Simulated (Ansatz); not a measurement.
The same atomization along the group B, Al, In.

Computed with Ansatz on PBE0-D4/def2-TZVP structures; ΔE is electronic, products minus reactants. CCSD(T)/CBS adds triple-zeta CCSD(T) − MP2 to the extrapolated MP2 energy (def2 sets, frozen cores). This one scheme is used for every species, atoms too. No spin–orbit coupling; open shells (•) take unrestricted orbitals. Spin–orbit coupling would lower the free atoms: a little for Al, B, Cl; strongly for In. Elements past krypton have def2 core potentials. Bonds to In are less sure, by a few kJ/mol each and by 10 to 20 or more in all where they break to atoms, as the def2 sets lack core-valence functions. Each species was taken in one conformer, which may not be the lowest.

**Question.** Order these by ΔE at CCSD(T)/CBS, lowest first. (Best estimate.)
A. `[NH2][AlH][Cl]` → Cl• + 3 H• + Al• + N•
B. `NBCl` → Cl• + 3 H• + B• + N•
C. `[NH2][InH][Cl]` → Cl• + 3 H• + In• + N•

**Answer.** C (+390.7 kcal/mol), A (+457.2 kcal/mol), B (+515.0 kcal/mol).

Largest T1 diagnostic: 0.018, for Al•.

For atomizations the MP2-based limit and the directly extrapolated one differ by several kJ/mol either way, and by 10 to 25 for some Ge, Se and Sn compounds, so smaller differences from it don't rank the levels.
